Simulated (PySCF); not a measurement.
# Correlation energy of Si (silicon, neutral)

[Ne] 3s2 3p2, high-spin 3P determinant. Calculation: PySCF 2.14, in cc-pVDZ-DK; scalar relativity by spin-free X2C-1e. Frozen: [Ne]; 4 electrons correlated.

MP2 pair energies summed by pair of shells (mhartree):

```json
{"pair": "3s-3p", "energy": "-26.39", "share (%)": "58.8"}
{"pair": "3s-3s", "energy": "-14.00", "share (%)": "31.2"}
{"pair": "3p-3p", "energy": "-4.52", "share (%)": "10.1"}
```

Total MP2 correlation energy: -44.91 mhartree.

Same-spin part -7.62 and opposite-spin part -37.30 mhartree; SCS-MP2 scales them by 1/3 and 6/5 to -47.29 mhartree.

```csv
level,correlation energy (mhartree)
CCSD,-63.93
(T),-0.99
CCSD(T),-64.92
```

Diagnostics: T1 = 0.0096, D1 = 0.0253, largest double amplitude 0.106.

Is a single reference adequate?

Mostly. T1 lies below 0.03, but a double amplitude of this size points to a near-degeneracy that CCSD handles and MP2 describes poorly.
